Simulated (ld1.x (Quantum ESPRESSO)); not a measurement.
**Bi, TM: configuration errors across variants**

Bi, norm-conserving Troullier–Martins (Kleinman–Bylander form), made with ld1.x (Quantum ESPRESSO) 7.5 (LDA (PZ), scalar-relativistic). Core [Xe] 4f14 5d10, reference 6s2 6p3. Waves: 6s (bound): rc 1.40 bohr; 6d channel at -0.15 Ry: rc 2.40 bohr; 6p (bound): rc 2.25 bohr. Local part: the p channel. Core correction: Bessel-smoothed model core, default radius (core density twice the valence density).

All-electron excitation energies from the reference (eV): (1) 6s2 6p2 8.154; (2) 6s2 6p1 23.719; (3) 6s2 6p0 47.434; (4) 6s2 6p3.3 -1.152; (5) 6s2 6p2.5 3.208; (6) 6s1 6p3 19.049; (7) 6s1 6p4 10.177; (8) 6s2 6p3 spin -1.024; (9) 6s2 6p2 spin 7.602.

Spin tests fill each open shell by Hund’s rule, majority spin first.

1 further variants failed, have other tests or too few solved ones, and are left out.

A true bound ghost makes a file unfit for plane-wave use even where its test errors are small: the radial tests pick states by their node count and pass the ghost by.

Errors AE − PS in meV (a dash: test not solved or not reliable):

| change | (1) | (2) | (3) | (4) | (5) | (6) | (7) | (8) | (9) | bound ghosts |
| --- | --- | --- | --- | --- | --- | --- | --- | --- | --- | --- |
| base | -12 | -72 | -246 | +0.3 | -2.9 | -83 | -53 | -3.9 | -16 | d |
| all radii but the core radius scaled by about 0.95 (s 1.34, p 2.14, d 2.28 bohr) | -12 | -72 | -250 | +0.3 | -2.8 | -95 | -66 | -4.9 | -17 | d |
| all radii but the core radius scaled by about 1.04 (s 1.46, p 2.34, d 2.50 bohr) | -12 | -71 | -242 | +0.3 | -2.9 | -74 | -43 | -3.5 | -16 | d |
| all radii but the core radius scaled by about 1.10 (s 1.54, p 2.48, d 2.64 bohr) | -12 | -70 | -241 | +0.3 | -2.8 | -67 | -35 | -3.9 | -16 | d |
| all radii but the core radius scaled by about 1.18 (s 1.66, p 2.66, d 2.82 bohr) | -11 | -70 | -245 | +0.4 | -2.7 | -59 | -28 | -6.5 | -17 | none |
| all radii but the core radius scaled by about 1.26 (s 1.76, p 2.84, d 3.04 bohr) | -11 | -70 | -256 | +0.4 | -2.6 | -50 | -22 | -11 | -20 | none |
| all radii but the core radius scaled by about 1.35 (s 1.90, p 3.04, d 3.24 bohr) | -10 | -71 | -270 | +0.4 | -2.4 | -41 | -16 | -16 | -23 | none |

(1) Give the same row for: all radii but the core radius scaled by about 0.87 (s 1.22, p 1.96, d 2.10 bohr).

## Answers

(1) -11, -63, -214, +0.3, -2.6, -105, -84, -6.3, -17; bound ghosts: d.
